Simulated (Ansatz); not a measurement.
Geometry optimisation, RKS PBE/def2-SVP (Ansatz 0.2.0).

input.yaml

```yaml
crystal:
  periodic: [false, false, false]
  atoms:
    - { symbol: Sn, position_ang: [0.0, 0.0, 0.0] }
    - { symbol: Cl, position_ang: [0.0, 0.0, 2.76] }
    - { symbol: H, position_ang: [1.6408, 0.0, -0.5794] }
    - { symbol: O, position_ang: [-0.9232, 1.5994, -0.6527] }
    - { symbol: H, position_ang: [-1.881, 1.3686, -0.8751] }
    - { symbol: Cl, position_ang: [-1.1351, -1.9666, -0.8025] }
    - { symbol: Br, position_ang: [1.0754, -2.5229, 0.9113] }
    - { symbol: H, position_ang: [0.6037, -1.4165, 2.2648] }
basis:
  gaussian: { orbitals: def2-SVP }
hamiltonian:
  xc: pbe
relax:
  f_tol: 0.15
  max_steps: 25
  restrain:
    - { distance: [0, 6], at: 2.59, k: 30.0 }
    - { distance: [7, 1], at: 1.37, k: 30.0 }
    - { distance: [0, 1], at: 3.61, k: 30.0 }
    - { distance: [7, 6], at: 2.75, k: 30.0 }
```

Command:

```bash
$ ansatz run input.yaml --threads 4 --pin off --max-ram 5120MiB --backend cpu --events-out ev --progress --plain --runs-dir out
```

Task: Where does it end, and by what steps?

Result: The forces met the threshold. The restraints hold the end off the free minimum. After 22 steps the energy has fallen by 1.751 eV (the restraints' own energy left out); Cl6 moved furthest, 2.00 Å. Parted: Sn1–Cl2 (2.76 → 3.61 Å).

```
step  energy less start (eV)  largest force component (eV/Å)  accepted
   0                  0.0000                           2.283       yes
   1                  0.3233                           2.310       yes
   2                  0.3617                           2.785       yes
   3                 -0.1583                           1.548       yes
   4                 -0.6275                           0.747       yes
   5                 -0.9149                           1.035       yes
   6                 -1.1019                           1.203       yes
   7                 -1.2654                           1.015       yes
   8                 -1.3876                           0.915       yes
   9                 -1.4451                           0.920       yes
  10                 -1.4828                           0.906       yes
  11                 -1.4797                           1.343        no
  12                 -1.4964                           0.922       yes
  13                 -1.5085                           0.908       yes
  14                 -1.5255                           1.015       yes
  15                 -1.5300                           1.049       yes
  16                 -1.5502                           1.585       yes
  17                 -1.6444                           0.832       yes
  18                 -1.6844                           1.080       yes
  19                 -1.6534                           2.339        no
  20                 -1.7265                           0.889       yes
  21                 -1.7492                           0.840       yes
  22                 -1.7506                           0.837       yes
```

```xyz
8
Properties=species:S:1:pos:R:3
Sn 0.054 -0.609 -0.639
Cl 0.446 0.833 2.651
H 1.601 0.123 -0.851
O -1.451 0.552 -0.056
H -1.295 0.763 0.894
Cl -0.691 -1.488 -2.692
Br 0.273 -2.606 0.978
H 0.443 -0.506 2.741
```

Run time: 37 s on 4 threads of AMD EPYC 7R43 64-Core Processor (Zen 3) (shared host), peak memory 0.21 GiB.
